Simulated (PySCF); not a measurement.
# Stretching LiSe

Set-up: Li pcseg-1, Se pcseg-1; no relativity (PySCF 2.14). Energies in eV from Li + Se in their ground configurations at the same level. State: ²Π (doublet), unpaired electrons π ↑.

| R (Å) | PBE0 | TPSSh | B3LYP |
| --- | --- | --- | --- |
| 1.966 | -2.428 | -2.509 | -2.474 |
| 2.057 | -2.688 | -2.774 | -2.731 |
| 2.149 | -2.835 | -2.926 | -2.875 |
| 2.217 | -2.889 | -2.984 | -2.927 |
| 2.286 | -2.904 | -3.003 | -2.942 |
| 2.355 | -2.890 | -2.992 | -2.928 |
| 2.446 | -2.834 | -2.942 | -2.873 |
| 2.560 | -2.724 | -2.836 | -2.763 |
| 2.697 | -2.552 | -2.670 | -2.594 |
| 2.880 | -2.287 | -2.414 | -2.335 |

Question: Put a parabola through the three lowest points of the PBE0 curve and estimate Re, k and ωe (reduced mass 6.45 u; 1 eV/Å² = 0.16022 mdyn/Å; ωe = 1302.8·√(k/μ) cm⁻¹).

Answer: Through R = 2.217, 2.286, 2.355 Å the second-order coefficient is 3.05 eV/Å², so Re ≈ 2.287 Å, k ≈ 0.976 mdyn/Å and ωe ≈ 507 cm⁻¹. A polynomial fit of higher order to the unrounded PBE0 energies gives Re = 2.284 Å, k = 1.02 mdyn/Å, ωe = 519 cm⁻¹; anharmonicity and rounding make the difference.

The higher-order fit for each curve: PBE0: Re = 2.284 Å, ωe = 519 cm⁻¹, De = 2.90 eV; TPSSh: Re = 2.293 Å, ωe = 512 cm⁻¹, De = 3.00 eV; B3LYP: Re = 2.283 Å, ωe = 516 cm⁻¹, De = 2.94 eV.

Spin–orbit coupling is left out. The state is the lowest determinant that a PBE0 search found; another state may lie lower at other levels.
